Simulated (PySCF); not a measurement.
Species: C4H9NOSi.
SMILES with atom numbers: `[O:1]=[CH:2][N:3]1[CH2:4][CH2:5][CH2:6][SiH2:7]1` (hydrogens: H8 on C2; H9, H10 on C4; H11, H12 on C5; H13, H14 on C6; H15, H16 on Si7)

The same species was optimised twice, with GFN2-xTB and with PBE0-D3(BJ)/def2-SVP (PySCF), and the same property calculations (PySCF, gas phase) were run on both structures.

| coordinate | GFN2-xTB | PBE0-D3(BJ)/def2-SVP | change |
| --- | --- | --- | --- |
| N3–Si7 (Å) | 1.758 | 1.782 | +0.024 |
| C2–N3 (Å) | 1.333 | 1.357 | +0.024 |
| C6–Si7 (Å) | 1.909 | 1.892 | -0.017 |
| N3–C4 (Å) | 1.445 | 1.457 | +0.012 |
| C5–C6 (Å) | 1.531 | 1.537 | +0.006 |
| C4–C5 (Å) | 1.527 | 1.529 | +0.002 |
| O1=C2 (Å) | 1.210 | 1.212 | +0.002 |
| C2–N3–Si7 (°) | 119.1 | 121.9 | +2.8 |
| C4–N3–Si7 (°) | 115.7 | 113.7 | -2.0 |
| N3–Si7–C6 (°) | 90.2 | 91.8 | +1.6 |
| O1–C2–N3 (°) | 122.0 | 123.3 | +1.3 |
| C4–C5–C6 (°) | 107.6 | 108.6 | +1.0 |
| C5–C6–Si7 (°) | 104.0 | 103.1 | -0.9 |
| C2–N3–C4 (°) | 125.3 | 124.4 | -0.9 |
| N3–C4–C5 (°) | 106.4 | 106.5 | +0.1 |
| O1–C2–N3–C4 (°) | 179 | 179 | 0 |

Rotational constants: A = 4106, B = 1840, C = 1344 MHz (GFN2-xTB) against A = 4045, B = 1780, C = 1305 MHz (PBE0-D3(BJ)/def2-SVP). Point groups within 0.08 Å: C1 and C1.

On the GFN2-xTB structure: isotropic polarisability (au) 79.9 [wB97X-D/def2-SVPD]; HOMO (eV) -9.27 [wB97X-D/def2-SVPD]; LUMO (eV) 1.96 [wB97X-D/def2-SVPD]; dipole (D) 4.29 [wB97X-D/def2-SVPD]; HOMO (eV) -7.34 [PBE0/pcSseg-1]; LUMO (eV) 0.34 [PBE0/pcSseg-1]; dipole (D) 4.14 [PBE0/pcSseg-1]; GIAO shielding of O1 (ppm) -117.8 [PBE0/pcSseg-1]; GIAO shielding of C2 (ppm) 18.7 [PBE0/pcSseg-1]; GIAO shielding of N3 (ppm) 130.6 [PBE0/pcSseg-1]; GIAO shielding of C4 (ppm) 140.2 [PBE0/pcSseg-1]; GIAO shielding of C5 (ppm) 157.1 [PBE0/pcSseg-1]; GIAO shielding of C6 (ppm) 177.7 [PBE0/pcSseg-1]; GIAO shielding of Si7 (ppm) 377.9 [PBE0/pcSseg-1].

Q: What do these properties become on the PBE0-D3(BJ)/def2-SVP structure?

A: 
| property | level | on GFN2-xTB | on PBE0-D3(BJ)/def2-SVP | change |
| --- | --- | --- | --- | --- |
| isotropic polarisability (au) | wB97X-D/def2-SVPD | 79.9 | 81.8 | +1.9 |
| HOMO (eV) | wB97X-D/def2-SVPD | -9.27 | -9.29 | -0.02 |
| LUMO (eV) | wB97X-D/def2-SVPD | 1.96 | 1.87 | -0.09 |
| dipole (D) | wB97X-D/def2-SVPD | 4.29 | 4.49 | +0.20 |
| energy, GFN2-xTB geometry as zero (kcal/mol) | wB97X-D/def2-SVPD | 0.0 | -2.1 | -2.1 |
| HOMO (eV) | PBE0/pcSseg-1 | -7.34 | -7.36 | -0.02 |
| LUMO (eV) | PBE0/pcSseg-1 | 0.34 | 0.22 | -0.12 |
| dipole (D) | PBE0/pcSseg-1 | 4.14 | 4.34 | +0.20 |
| energy, GFN2-xTB geometry as zero (kcal/mol) | PBE0/pcSseg-1 | 0.0 | -1.7 | -1.7 |
| GIAO shielding of O1 (ppm) | PBE0/pcSseg-1 | -117.8 | -130.0 | -12.2 |
| GIAO shielding of C2 (ppm) | PBE0/pcSseg-1 | 18.7 | 17.1 | -1.6 |
| GIAO shielding of N3 (ppm) | PBE0/pcSseg-1 | 130.6 | 127.1 | -3.5 |
| GIAO shielding of C4 (ppm) | PBE0/pcSseg-1 | 140.2 | 138.3 | -1.9 |
| GIAO shielding of C5 (ppm) | PBE0/pcSseg-1 | 157.1 | 155.7 | -1.4 |
| GIAO shielding of C6 (ppm) | PBE0/pcSseg-1 | 177.7 | 176.7 | -1.0 |
| GIAO shielding of Si7 (ppm) | PBE0/pcSseg-1 | 377.9 | 374.2 | -3.7 |

The heavy atoms differ by 0.041 Å rms after alignment. Among bonds between heavy atoms C2–N3 and N3–Si7 change most and about equally (+0.024 Å). Changes are differences of the printed values. Neither structure is proved a minimum here.

Note: wB97X-D ran without an empirical dispersion term, which enters the total energy and its gradient alone.
